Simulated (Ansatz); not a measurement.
Basis-set extrapolation for CH$_{3}$F$_{2}$NOSi, SMILES `F[Si]1(F)NCO1` (PBE0-D4/def2-TZVP geometry, frozen core, Ansatz). Multiplicity 1, RHF reference.

|  | def2-TZVPP | def2-QZVPP |
| --- | --- | --- |
| HF | -657.105747 | -657.133186 |
| MP2 correlation | -1.207293 | -1.310082 |
| CCSD(T) correlation | -1.264705 | not run |

Energies in hartree. Use E(X) = E(∞) + A·exp(−7.88·√X) for Hartree–Fock and E(X) = E(∞) + B·X^(−2.97) for correlation, with X = 3 and 4, and add CCSD(T) minus MP2 of the smaller set to the MP2 limit.

**Question.** What is the CCSD(T) energy at the basis-set limit?

**Answer.** HF limit: -657.133186 + (-0.027439) × 0.13774 = -657.13697. MP2 limit: -1.310082 + (-0.102789) × 0.74074 = -1.38622. Higher-order term: -1.264705 − (-1.207293) = -0.05741. Total: -658.58060 hartree, 551.7 kJ/mol below CCSD(T)/def2-TZVPP.
